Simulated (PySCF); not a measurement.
H6NSi2, SMILES [SiH3][N][SiH3], multiplicity 2.

Geometry optimised at B3LYP-D3(BJ)/def2-SVP. The isomer is the one that the SMILES or the coordinates give; other isomers of the formula were not compared.

Calculation: SMD-PBE0/6-31G* (PySCF).

Solvation free energies are E(SMD) − E(gas) at the gas-phase geometry, for 1 M in both phases. In vacuum the dipole moment is 0.70 D.

Question: Rank water, acetonitrile, methanol by solvation free energy, most negative first.

Answer: methanol (-1.1 kcal/mol), acetonitrile (-0.6 kcal/mol), water (1.9 kcal/mol)
